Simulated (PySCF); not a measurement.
CH3F3Si, SMILES C[Si](F)(F)F. Geometry optimised at ωB97X-D3(BJ)/def2-SVP.

### Question
Give the equilibrium geometry at ωB97X-D3(BJ)/def2-SVP (PySCF confirms it by a frequency run) as bond lengths and angles, and its point group. (An estimate is asked for; the answer gives what the named calculation found.)

### Answer
point group C3v.
Atoms: C1 Si2 F3 F4 F5 H6 H7 H8. Bonds (Å): C1–Si2 1.835, C1–H6 1.101, C1–H7 1.101, C1–H8 1.101, Si2–F3 1.608, Si2–F4 1.608, Si2–F5 1.608. Angles (°): Si2–C1–H6 110.5, Si2–C1–H7 110.5, Si2–C1–H8 110.5, H6–C1–H7 108.4, H6–C1–H8 108.4, H7–C1–H8 108.4, C1–Si2–F3 111.9, C1–Si2–F4 111.9, C1–Si2–F5 111.9, F3–Si2–F4 107.0, F3–Si2–F5 107.0, F4–Si2–F5 107.0.
